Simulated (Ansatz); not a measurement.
```xyz
2

Mo    0.0000    0.0000    0.0000
S     0.0000    0.0000    4.7656
```

Basis set: pcseg-2 on S; def2-TZVPP on Mo (spherical functions, with the set's core potentials past Kr). Charge 0, multiplicity 5.

Computed with Ansatz (development build ahead of 0.2.0); each method stands on the lowest determinant of its kind that the runs found. Restricted functionals stand beside restricted open-shell atoms, which can lie above the unrestricted atoms usual in DFT and then raise those values.

The atomization energy at this shape (free ground-state atoms in the same class of orbitals less the molecule, no zero-point energy) of quintet MoS:

```
                       method  atomization energy
ωB97X (restricted open-shell)            -2.19 eV
```

Task: What does ωB97X (unrestricted) give?

Result: 0.04 eV. Caution: charge can spread falsely over distant fragments; other spin multiplicities were not run; the shape is not the minimum. Caution for ωB97X (unrestricted): the unrestricted determinant is a mixture of spin states. Caution for ωB97X (restricted open-shell): an unrestricted determinant lies well below; the molecule lies well above its atoms at this level.
